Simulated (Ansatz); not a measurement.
`CO[SiH2]F` + `CN[SiH2]Cl` → `CN([SiH2]F)[SiH2]Cl` + CH₃OH  (ligand exchange at the Si–O bond)

Computed with Ansatz on PBE0-D4/def2-TZVP structures; ΔE is electronic, products minus reactants. CBS: MP2 limit from def2 TZ/QZ plus the TZ coupled-cluster correction, frozen cores. This one scheme is used for every species. Functionals use def2-TZVPP. Each species was taken in one conformer, which may not be the lowest.

(1) Is it downhill or uphill in electronic energy at CCSD(T)/CBS, and by how much? (An estimate is asked.)

(2) What do these levels give: PBE-D4, PBE0-D4, B2PLYP, PBE, PBE0, SCS-MP2/def2-TZVPP? (Estimate.)

Largest T1 diagnostic among the species: 0.011.

Answers

(1) The calculation gave: Uphill: ΔE = +39.5 kJ/mol.

(2) The calculation gave: PBE-D4 37.8, PBE0-D4 38.3, B2PLYP 47.8, PBE 43.4, PBE0 43.4, SCS-MP2/def2-TZVPP 42.6 kJ/mol.

In def2-TZVPP, CCSD(T) changes the Hartree–Fock value by −18.2 kJ/mol (the triples alone add −2.7 kJ/mol) and MP2 by −18.9 kJ/mol. The D4 term adds −9.0 kJ/mol with B3LYP and −5.1 kJ/mol with PBE0; it sums over pairs of atoms, weighted by their polarisabilities, and B3LYP, whose exchange is more repulsive, gets the larger term.

B3LYP here is the variant with VWN-RPA as its local correlation; programs differ in this.
